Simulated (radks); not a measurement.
The numbers below are computed, except where a source is named.
Spherical quantum dot in the effective-mass picture: electrons in a well V = -V0 / (1 + exp((r - R)/a)) with V0 = 4.03, R = 4.99, a = 0.38, all in effective atomic units (hartree* = m*/eps^2 hartree, bohr* = eps/m* bohr), one dielectric constant everywhere. Level of theory: non-relativistic Kohn-Sham, LDA (Slater exchange, Perdew-Wang correlation), spin-polarised, spherical densities (a radial shooting solver with Libxc functionals). Levels are named by radial order and angular momentum (1s, 1p, 1d, 2s, ...), and open shells are averaged over m. Results are scaled to m* = 0.049 and eps = 17.7, for which hartree* = 4.256 meV and bohr* = 19.12 nm.

N = 3, configuration 1s2 1p(up 1, down 0). This is the lowest configuration that the search found. Occupied and some empty levels:

level,occupation,eigenvalue (meV),<r> (nm)
1s up,1,-13.103,51.19
1s down,1,-12.981,51.02
1p up,1,-12.341,57.96
1p down,0,-12.213,58.02
1d up,0,-11.286,62.79
1d down,0,-11.159,62.93
2s up,0,-10.424,48.12
2s down,0,-10.342,48.18
1f up,0,-9.9920,66.63
1f down,0,-9.8712,66.79

Energy (meV): total -43.7842, kinetic 2.9943, external -50.339, Hartree 6.1409, exchange-correlation -2.5799.
